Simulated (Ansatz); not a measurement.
CH$_{4}$BClN$_{2}$ (`N=CNBCl`), 9 atoms. Total charge 0; spin multiplicity 1. All runs use 2 threads of an Arm Neoverse V1 on a shared host. Correlated methods freeze the cores.

(1) Give the basis size and wall time and peak host memory of each of these runs in Ansatz. direct RPA on PBE orbitals/def2-TZVPP energy; RKS CAM-B3LYP-D4/def2-TZVPP energy; RHF-CCSD(T)/def2-TZVPP energy; RKS r2SCANh-D4/def2-TZVPP energy; RKS PBE0-D4/def2-TZVP frequencies; RKS ωB97M-V/def2-SVP energy; RKS PBE0-D4/def2-SVP energy; RHF-MP2/def2-QZVPP energy; RHF-CCSD(T)/def2-SVP energy; RKS ωB97M-V/def2-TZVPP energy and forces; RKS PBE0-D4/def2-TZVPP energy; RKS PBE0-D4/def2-QZVPP energy. (Estimate.)

Results:

(1) The calculation gave: Other jobs shared the machine, so times are rough.

| level | job | functions | wall time | peak host memory (GiB) |
| --- | --- | --- | --- | --- |
| RKS PBE0-D4/def2-SVP | energy | 94 | 1.4 s | 0.45 |
| RKS PBE0-D4/def2-TZVPP | energy | 222 | 4.1 s | 0.46 |
| RKS CAM-B3LYP-D4/def2-TZVPP | energy | 222 | 5 s | 0.52 |
| RHF-CCSD(T)/def2-SVP | energy | 94 | 6 s | 0.45 |
| RKS ωB97M-V/def2-SVP | energy | 94 | 6.5 s | 0.45 |
| direct RPA on PBE orbitals/def2-TZVPP | energy | 222 | 7.5 s | 0.48 |
| RKS r2SCANh-D4/def2-TZVPP | energy | 222 | 7.5 s | 0.48 |
| RKS PBE0-D4/def2-QZVPP | energy | 418 | 12 s | 1.1 |
| RKS ωB97M-V/def2-TZVPP | energy and forces | 222 | 17 s | 0.68 |
| RHF-MP2/def2-QZVPP | energy | 418 | 29 s | 2.1 |
| RHF-CCSD(T)/def2-TZVPP | energy | 222 | 2.7 min | 3.6 |
| RKS PBE0-D4/def2-TZVP | frequencies | 185 | 3 min | 0.45 |
